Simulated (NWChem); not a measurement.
Basis-set convergence for H$_{4}$GeO$_{2}$

```xyz
7

Ge     0.0000     0.0000    -0.3424
O     -0.6391    -1.3355     0.6796
O      0.6391     1.3355     0.6796
H     -1.2403     0.4276    -1.1648
H      1.2403    -0.4276    -1.1648
H      0.0774    -1.7374     1.2060
H     -0.0774     1.7374     1.2060
```
Charge 0, spin multiplicity 1.

The numbers come from NWChem runs, not from measurements. Structure: optimised with PBE/def2-SVP, a minimum by its harmonic frequencies. It is one conformer; others weren't searched.

Quantity: LUMO energy at the level B3LYP.

The Hamiltonian is non-relativistic. B3LYP has NWChem's definition, with VWN1-RPA local correlation. The Pople sets run with spherical d functions. The structure started from a generated list of species.

```
basis        functions  LUMO energy (eV)
-----------  ---------  ----------------
STO-3G              32              5.71
pcseg-1             75              0.13
def2-SVP            80              0.45
6-311G**           104             -0.02
aug-pcseg-1        118             -0.73
def2-TZVP          134             -0.08
cc-pVTZ            159             -0.02
pcseg-2            159             -0.37
def2-TZVPP         166             -0.08
def2-TZVPD         170             -0.59
```

Smallest basis within 0.2 eV of def2-TZVPD, the largest set run: aug-pcseg-1, with 118 functions against 170. def2-TZVPD isn't the basis-set limit itself, and a small set can land close by cancellation.
